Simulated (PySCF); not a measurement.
Br3In, singlet, geometry from GFN2-xTB (such geometries of metal compounds can be far from the true shape) (core potentials on In); B3LYP/def2-SVP (PySCF).

PySCF was given this input:
```python
from pyscf import gto, scf, dft

mol = gto.M(
    atom='''
In   -0.000000   -0.000000   -0.000000
Br   -1.988817   -1.488447   -0.194303
Br    0.006465    2.223711   -1.124139
Br    1.982352   -0.735264    1.318441
''',
    basis='def2-svp',
    ecp={'In': 'def2-svp'},
    charge=0,
    spin=0,
    verbose=4,
)

mf = dft.RKS(mol)
mf.xc = 'b3lyp'
mf.kernel()
mf.analyze()
```

Output, abridged:

```
PySCF version 2.14.0

[INPUT] verbose = 4
[INPUT] num. atoms = 4
[INPUT] num. electrons = 126
[INPUT] charge = 0
[INPUT] spin (= nelec alpha-beta = 2S) = 0
[INPUT] symmetry False subgroup None
[INPUT] Mole.unit = angstrom
[INPUT] Symbol           X                Y                Z      unit          X                Y                Z       unit  Magmom
[INPUT]  1 In     0.000000000000   0.000000000000   0.000000000000 AA    0.000000000000   0.000000000000   0.000000000000 Bohr   0.0
[INPUT]  2 Br    -1.988817000000  -1.488447000000  -0.194303000000 AA   -3.758319441879  -2.812757180930  -0.367179455181 Bohr   0.0
[INPUT]  3 Br     0.006465000000   2.223711000000  -1.124139000000 AA    0.012217079395   4.202204770183  -2.124314835942 Bohr   0.0
[INPUT]  4 Br     1.982352000000  -0.735264000000   1.318441000000 AA    3.746102362484  -1.389447589252   2.491492401398 Bohr   0.0

nuclear repulsion = 918.896523008111
number of shells = 46
number of NR pGTOs = 283
number of NR cGTOs = 122
basis = def2-svp
ecp = {'In': 'def2-svp'}

******** <class 'pyscf.dft.rks.RKS'> ********
method = RKS
initial guess = minao
damping factor = 0
level_shift factor = 0
DIIS = <class 'pyscf.scf.diis.CDIIS'>
diis_start_cycle = 1
diis_space = 8
diis_damp = 0
SCF conv_tol = 1e-09
SCF conv_tol_grad = None
SCF max_cycles = 50
direct_scf = True
direct_scf_tol = 1e-13
XC library pyscf.dft.libxc version 7.1.2
    S. Lehtola, C. Steigemann, M. J. T. Oliveira, and M. A. L. Marques,  SoftwareX 7, 1–5 (2018)
XC functionals = b3lyp
    P. J. Stephens, F. J. Devlin, C. F. Chabalowski, and M. J. Frisch,  J. Phys. Chem. 98, 11623 (1994)
radial grids:
    Treutler-Ahlrichs [JCP 102, 346 (1995); DOI:10.1063/1.469408] (M4) radial grids

becke partition: Becke, JCP 88, 2547 (1988); DOI:10.1063/1.454033
pruning grids: <function nwchem_prune>
grids dens level: 3
symmetrized grids: False
atomic radii adjust function: <function treutler_atomic_radii_adjust>
small_rho_cutoff = 0
Set gradient conv threshold to 3.16228e-05
Initial guess from minao.
tot grids = 83152
init E= -7887.78600229297
  HOMO = -0.599232327327612  LUMO = -0.541374015827043  gap/eV = 1.57440
cycle= 1 E= -7910.46673682239  delta_E= -22.7  |g|= 2.34  |ddm|= 12.5
  HOMO = 0.0684068443979699  LUMO = 0.124823971944026  gap/eV = 1.53519
cycle= 2 E= -7908.2949928304  delta_E= 2.17  |g|=  4.3  |ddm|= 6.74
  HOMO = -0.298693878045774  LUMO = -0.0814510795321013  gap/eV = 5.91148
cycle= 3 E= -7911.87081059163  delta_E= -3.58  |g|= 0.504  |ddm|= 3.22
  HOMO = -0.294555926856841  LUMO = -0.134843194664842  gap/eV = 4.34600
cycle= 4 E= -7911.94525836373  delta_E= -0.0744  |g|= 0.279  |ddm|= 1.18
  HOMO = -0.304723325641436  LUMO = -0.131732257505252  gap/eV = 4.70733
cycle= 5 E= -7911.97089644036  delta_E= -0.0256  |g|= 0.0306  |ddm|= 0.379
  HOMO = -0.30336036986521  LUMO = -0.128581734277161  gap/eV = 4.75597
cycle= 6 E= -7911.97100486216  delta_E= -0.000108  |g|= 0.00582  |ddm|= 0.0318
  HOMO = -0.303460214627329  LUMO = -0.128435063221466  gap/eV = 4.76268
cycle= 7 E= -7911.97100915354  delta_E= -4.29e-06  |g|= 0.00103  |ddm|= 0.0043
  HOMO = -0.303342010360825  LUMO = -0.128389071320494  gap/eV = 4.76071
cycle= 8 E= -7911.9710094454  delta_E= -2.92e-07  |g|= 0.00022  |ddm|= 0.00179
  HOMO = -0.303378236500073  LUMO = -0.128428458917503  gap/eV = 4.76063
cycle= 9 E= -7911.97100945928  delta_E= -1.39e-08  |g|= 1.64e-05  |ddm|= 0.000362
  HOMO = -0.303376584658922  LUMO = -0.128428096932151  gap/eV = 4.76059
cycle= 10 E= -7911.97100945939  delta_E= -1.09e-10  |g|= 1.33e-06  |ddm|= 3.62e-05
  HOMO = -0.30337651442322  LUMO = -0.128428031033752  gap/eV = 4.76059
Extra cycle  E= -7911.9710094594  delta_E= -1.09e-11  |g|= 1.73e-06  |ddm|= 4.29e-06
converged SCF energy = -7911.9710094594
**** SCF Summaries ****
Total Energy =                       -7911.971009459404740
Nuclear Repulsion Energy =             918.896523008110648
One-electron Energy =               -12915.759063764104212
Two-electron Energy =                 4084.891531296589164
Two-electron Coulomb Energy =         4375.847254909171170
DFT Exchange-Correlation Energy =     -290.955723612582176
HOMO-LUMO gap [eV] =                     4.760590715124372
**** MO energy ****
MO #1   energy= -482.80235803901   occ= 2
MO #2   energy= -482.802353371559  occ= 2
MO #3   energy= -482.802351700136  occ= 2
MO #4   energy= -62.4839831212541  occ= 2
MO #5   energy= -62.4839793924367  occ= 2
MO #6   energy= -62.4839778772786  occ= 2
MO #7   energy= -56.3156013276424  occ= 2
MO #8   energy= -56.3155906882658  occ= 2
MO #9   energy= -56.3155889078912  occ= 2
MO #10  energy= -56.3132198807625  occ= 2
MO #11  energy= -56.3132093109077  occ= 2
MO #12  energy= -56.3132076197167  occ= 2
MO #13  energy= -56.3129550163961  occ= 2
MO #14  energy= -56.3129531301467  occ= 2
MO #15  energy= -56.312942889578   occ= 2
MO #16  energy= -8.70145792224939  occ= 2
MO #17  energy= -8.70145664801461  occ= 2
MO #18  energy= -8.70145488641085  occ= 2
MO #19  energy= -6.53233737414287  occ= 2
MO #20  energy= -6.53233503058385  occ= 2
MO #21  energy= -6.53233402814932  occ= 2
MO #22  energy= -6.52366350359673  occ= 2
MO #23  energy= -6.52366034769537  occ= 2
MO #24  energy= -6.52365875422613  occ= 2
MO #25  energy= -6.5227797278801   occ= 2
MO #26  energy= -6.52277733614715  occ= 2
MO #27  energy= -6.52277596618066  occ= 2
MO #28  energy= -4.74666681149013  occ= 2
MO #29  energy= -3.15305365030265  occ= 2
MO #30  energy= -3.1472509737977   occ= 2
MO #31  energy= -3.14724974875386  occ= 2
MO #32  energy= -2.64706357600314  occ= 2
MO #33  energy= -2.64705869408604  occ= 2
MO #34  energy= -2.64705113538816  occ= 2
MO #35  energy= -2.64474987805665  occ= 2
MO #36  energy= -2.64474468631692  occ= 2
MO #37  energy= -2.64474077394449  occ= 2
MO #38  energy= -2.64406711113408  occ= 2
MO #39  energy= -2.64405694569946  occ= 2
MO #40  energy= -2.64404994029074  occ= 2
MO #41  energy= -2.63727153667586  occ= 2
MO #42  energy= -2.63726762016395  occ= 2
MO #43  energy= -2.63726088160533  occ= 2
MO #44  energy= -2.63725302998758  occ= 2
MO #45  energy= -2.63724875182005  occ= 2
MO #46  energy= -2.6372466724193   occ= 2
MO #47  energy= -0.846886566380744 occ= 2
MO #48  energy= -0.845941682594043 occ= 2
MO #49  energy= -0.845941099163838 occ= 2
MO #50  energy= -0.83637207415094  occ= 2
MO #51  energy= -0.836371621915862 occ= 2
MO #52  energy= -0.772967381492978 occ= 2
MO #53  energy= -0.760636812327746 occ= 2
MO #54  energy= -0.760635934784595 occ= 2
MO #55  energy= -0.451890360277247 occ= 2
MO #56  energy= -0.360105540879444 occ= 2
MO #57  energy= -0.360104598413754 occ= 2
MO #58  energy= -0.327180844911832 occ= 2
MO #59  energy= -0.31004908302318  occ= 2
MO #60  energy= -0.310048043037897 occ= 2
MO #61  energy= -0.309797307315758 occ= 2
MO #62  energy= -0.309796576548522 occ= 2
MO #63  energy= -0.30337651442322  occ= 2
MO #64  energy= -0.128428031033752 occ= 0
MO #65  energy= -0.0792938116512214 occ= 0
MO #66  energy= 0.0223156013046393 occ= 0
MO #67  energy= 0.0223188174678037 occ= 0
MO #68  energy= 0.0967531915219681 occ= 0
MO #69  energy= 0.136149125057436  occ= 0
MO #70  energy= 0.136150305565846  occ= 0
MO #71  energy= 0.14389729530102   occ= 0
Dipole moment(X, Y, Z, Debye):  0.00001,  0.00001,  0.00001
```
